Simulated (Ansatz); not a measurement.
Calculated with Ansatz (gas phase, PBE0-D4/def2-TZVP geometries, no zero-point term in ΔE). CCSD(T)/CBS is the MP2 limit (def2-TZVPP, def2-QZVPP) plus CCSD(T) − MP2 in def2-TZVPP, frozen cores. This one scheme is used for every species. Functionals use def2-TZVPP. Each species was taken in one conformer, which may not be the lowest.

Consider the cleavage of the Si–P bond: `O[SiH]([SiH3])P` + HCl → `O[SiH]([SiH3])Cl` + PH₃.

CCSD(T)/CBS gives -20.1 kcal/mol.

Task: Another level gave -18.5 kcal/mol. Which?
A. PBE/def2-TZVPP
B. CCSD(T)/def2-TZVPP
C. HF/def2-TZVPP
D. B2PLYP/def2-TZVPP

Result: A. PBE -18.5, CCSD(T)/def2-TZVPP -20.0, B2PLYP -21.4, HF/def2-TZVPP -24.7 kcal/mol.

Largest T1 diagnostic among the species: 0.014.

In def2-TZVPP, CCSD(T) changes the Hartree–Fock value by +4.8 kcal/mol (the triples alone add +0.7 kcal/mol) and MP2 by +4.0 kcal/mol. The D4 term adds +1.1 kcal/mol with B3LYP and +0.7 kcal/mol with PBE0; it sums over pairs of atoms, weighted by their polarisabilities, and B3LYP, whose exchange is more repulsive, gets the larger term.

B3LYP here is the variant with VWN-RPA as its local correlation; programs differ in this.
